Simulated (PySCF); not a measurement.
# UHF on Ta- (tantalum, charge -1)

Configuration: [Xe] 4f14 5d4 6s2, high-spin 5D determinant. All numbers are calculated (PySCF 2.14, scalar relativity through the core potential, in aug-cc-pwCVDZ-PP with ECP60MDF).

| Item | Value |
| --- | --- |
| Total energy | -56.726068 hartree |
| One-electron energy | -98.1251 hartree |
| Hartree (Coulomb) energy | 47.7069 hartree |
| Exchange energy | -6.3079 hartree |
| ⟨S²⟩ | 6.3728 |
| ⟨L²⟩ | 6.043 |
| Sum of ⟨r⟩ | 29.92 bohr |
| Sum of ⟨r²⟩ | 108.8 bohr² |
| Traceless quadrupole moment −½Σ⟨3z² − r²⟩ along its main axis | 0.0391 e·bohr² |

| shell | electrons | mean orbital energy (hartree) | spread (hartree) | rms radius, mean of both spins (bohr) |
| --- | --- | --- | --- | --- |
| 5s α | 1 | -2.96632 | 0 | 1.20 |
| 5s β | 1 | -2.85129 | 0 | 1.20 |
| 5p α | 3 | -1.59800 | 0.01960 | 1.41 |
| 5p β | 3 | -1.41538 | 0.03687 | 1.41 |
| 6s α | 1 | -0.10911 | 0 | 5.76 |
| 5d α | 4 | -0.09141 | 0.03706 | 2.62 |
| 6s β | 1 | 0.00545 | 0 | 5.76 |

Energies and moments cover only the electrons outside the core potential. Spin-orbit coupling, absent here, splits the open shell strongly. ⟨S²⟩ = 6.37 against 6.00 shows spin contamination. At UHF the highest occupied level has a positive energy, so only the finite basis holds that electron.
